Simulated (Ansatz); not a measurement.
`[OH][GaH][O][SiH3]`, 9 atoms. Total charge 0; spin multiplicity 1. Correlated methods include outer-core shells of Ga, which these sets cover unevenly. Scalar relativity is left out up to krypton. All runs use 4 threads of an Intel Xeon 6975P-C on a shared host. Correlated methods freeze the cores.

Give the basis size and wall time and peak host memory of each of these runs in Ansatz. RHF-MP2/def2-QZVPP energy; RKS B2PLYP (frozen core)/def2-TZVPP energy; RHF-CCSD(T)/def2-TZVPP energy; RHF-CCSD(T)/def2-SVP energy; RKS PBE0-D4/def2-QZVPP energy; direct RPA on PBE orbitals/def2-TZVPP energy; RKS SPW92 (LDA)/def2-TZVPP energy; RKS ωB97M-V/def2-QZVPP energy; RKS ωB97M-V/def2-SVP energy; RKS PBE0-D4/def2-TZVP relaxation (15 steps); RKS PBE0-D4/def2-TZVP frequencies; RKS PBE-D4/def2-TZVPP energy and forces. (Estimate.)

The calculation gave: Other jobs shared the machine, so times are rough.

```tsv
level	job	functions	wall time	peak host memory (GiB)
RKS SPW92 (LDA)/def2-TZVPP	energy	222	0.55 s	0.29
RKS PBE-D4/def2-TZVPP	energy and forces	222	1.1 s	0.29
RKS ωB97M-V/def2-SVP	energy	103	2 s	0.41
RKS B2PLYP (frozen core)/def2-TZVPP	energy	222	2.2 s	0.56
RHF-CCSD(T)/def2-SVP	energy	103	2.2 s	0.44
direct RPA on PBE orbitals/def2-TZVPP	energy	222	3.1 s	0.53
RKS PBE0-D4/def2-QZVPP	energy	423	3.8 s	1.6
RKS ωB97M-V/def2-QZVPP	energy	423	8 s	1.8
RHF-MP2/def2-QZVPP	energy	423	9 s	2.2
RKS PBE0-D4/def2-TZVP	relaxation (15 steps)	177	23 s	0.5
RHF-CCSD(T)/def2-TZVPP	energy	222	26 s	3.8
RKS PBE0-D4/def2-TZVP	frequencies	177	53 s	0.5
```
